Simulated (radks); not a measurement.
Question: Excited configurations of Nb II: one electron is placed in a higher orbital outside [Kr] 4d3. The ground configuration is [Kr] 4d4. Calculated with a radial shooting solver on a logarithmic mesh with Libxc functionals: Dirac Kohn-Sham, BLYP, spin-unpolarised, spherical densities, finite nucleus; open shells are shared between the two j in proportion to 2j + 1; Fermi nuclear charge, rms radius 4.324 fm. Excitation = E - E(ground); binding = E(ion) - E, where the ion is the core of charge +2; n* = 2/sqrt(2 binding) in atomic units, and the quantum defect is n - n*. Eigenvalue and <r> are those of j = l + 1/2.

| outer orbital | excitation (eV) | binding (eV) | n* | quantum defect | eigenvalue (eV) | <r> (bohr) |
|---|---|---|---|---|---|---|
| 4f | 10.508 | 3.481 | 3.954 | 0.046 | -2.331 | 8.368 |
| 5s | 0.224 | 13.765 | 1.988 | 3.012 | -10.510 | 3.272 |
| 5d | 8.781 | 5.208 | 3.232 | 1.768 | -3.690 | 6.494 |
| 5f | 11.521 | 2.468 | 4.696 | 0.304 | -1.787 | 13.92 |
| 6s | 8.025 | 5.964 | 3.021 | 2.979 | -4.674 | 7.055 |
| 7p | 11.008 | 2.981 | 4.273 | 2.727 | -2.327 | 13.76 |

Estimate the row for 7f.

Answer: excitation (eV) 12.608; binding (eV) 1.381; n* 6.277; quantum defect 0.723; eigenvalue (eV) -1.065; <r> (bohr) 28.12. The Delta-SCF ionisation energy is 13.989 eV (NIST Atomic Spectra Database: 14.320 eV, semi-empirical). Self-interaction in the functional shifts the binding energies and quantum defects, so they are the method's values and not measured ones. Spin polarisation and multiplet splitting are left out, so open shells lie too high by an amount that depends on their filling. Sharing an open shell by 2j + 1 raises it above the true ground level by a part of the spin-orbit splitting, which enters the differences from NIST.

Beside tabulated values, note that spin-unpolarised runs miss the spin-polarisation part of the exchange energy of open shells.
